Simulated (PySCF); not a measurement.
Nuclear quadrupole coupling in `C[C@@]1(CN)CCC1=S`

Compound: C6H11NS.
Structure used (GFN2-xTB), in Å, numbered top down from 1:
```xyz
19
C6H11NS angstrom
C     -0.7579    0.6376    1.3871
C     -0.0279    0.2050    0.1226
C     -1.0251   -0.0217   -1.0509
N     -2.0274   -1.0300   -0.8435
C      1.1962    1.0610   -0.2851
C      2.0920   -0.1867   -0.1803
C      0.9014   -0.9630    0.2892
S      0.6769   -2.4861    0.7716
H     -0.0433    0.8711    2.1737
H     -1.3644    1.5200    1.1899
H     -1.3998   -0.1642    1.7468
H     -0.4536   -0.3016   -1.9412
H     -1.5262    0.9302   -1.2520
H     -1.5982   -1.9288   -0.6475
H     -2.6351   -0.7933   -0.0680
H      1.4391    1.8392    0.4343
H      1.1335    1.4982   -1.2789
H      2.9018   -0.1323    0.5468
H      2.5082   -0.5454   -1.1220
```

Field gradients from the PBE0/pcSseg-1 density (PySCF, non-relativistic), principal values in atomic units, ordered |Vxx| ≤ |Vyy| ≤ |Vzz|:

```csv
atom,Vxx,Vyy,Vzz
N4,0.4637,0.6473,-1.1110
S8,1.0346,1.6373,-2.6719
```

Q: Find the asymmetry η = (Vxx − Vyy)/Vzz and the couplings χ = eQV/h (234.96 MHz × Q in barn × V in au), with Q(14N) = 0.02044 b, Q(33S) = −0.0678 b.

A: 
| atom | environment | nucleus | η | χzz (MHz) | χxx (MHz) | χyy (MHz) |
| --- | --- | --- | --- | --- | --- | --- |
| N4 | primary amine nitrogen | 14N | 0.17 | -5.34 | 2.23 | 3.11 |
| S8 | thiocarbonyl sulfur | 33S | 0.23 | 42.57 | -16.48 | -26.08 |

The tensor is traceless: Vxx + Vyy + Vzz = 0.

Q: What is Vzz at S8 in SI units (1 au = 9.71736 × 10²¹ V/m²)?

A: -2.6719 au = -25.964 × 10²¹ V/m².

Q: What couplings would deuterons (Q(2H) = 0.00286 b) have in place of the hydrogens, at this geometry?

A: 
```json
{"atom": "H9", "bonded to": "C1", "bond length (Å)": "1.088", "Vzz (au)": "0.3135", "η": "0.03", "χzz (kHz)": "211"}
{"atom": "H10", "bonded to": "C1", "bond length (Å)": "1.089", "Vzz (au)": "0.3135", "η": "0.02", "χzz (kHz)": "211"}
{"atom": "H11", "bonded to": "C1", "bond length (Å)": "1.088", "Vzz (au)": "0.3119", "η": "0.01", "χzz (kHz)": "210"}
{"atom": "H12", "bonded to": "C3", "bond length (Å)": "1.094", "Vzz (au)": "0.2951", "η": "0.03", "χzz (kHz)": "198"}
{"atom": "H13", "bonded to": "C3", "bond length (Å)": "1.094", "Vzz (au)": "0.2970", "η": "0.03", "χzz (kHz)": "200"}
{"atom": "H14", "bonded to": "N4", "bond length (Å)": "1.015", "Vzz (au)": "0.3863", "η": "0.18", "χzz (kHz)": "260"}
{"atom": "H15", "bonded to": "N4", "bond length (Å)": "1.013", "Vzz (au)": "0.4016", "η": "0.17", "χzz (kHz)": "270"}
{"atom": "H16", "bonded to": "C5", "bond length (Å)": "1.087", "Vzz (au)": "0.3137", "η": "0.01", "χzz (kHz)": "211"}
{"atom": "H17", "bonded to": "C5", "bond length (Å)": "1.087", "Vzz (au)": "0.3137", "η": "0.00", "χzz (kHz)": "211"}
{"atom": "H18", "bonded to": "C6", "bond length (Å)": "1.090", "Vzz (au)": "0.3115", "η": "0.00", "χzz (kHz)": "209"}
{"atom": "H19", "bonded to": "C6", "bond length (Å)": "1.090", "Vzz (au)": "0.3105", "η": "0.00", "χzz (kHz)": "209"}
```

The structure is a single GFN2-xTB conformer in the gas phase; no vibrational or solvent corrections. GFN2-xTB bond lengths can be off by several hundredths of an ångström, more for odd bonds, and the gradients follow them. A larger basis could move these couplings by a tenth or more.

These values come from a run that also computed NMR shieldings. Hardware: one thread, Arm Neoverse V1 (aarch64) (shared host). Cost: 48 s of wall time, 0.94 GiB resident at most.
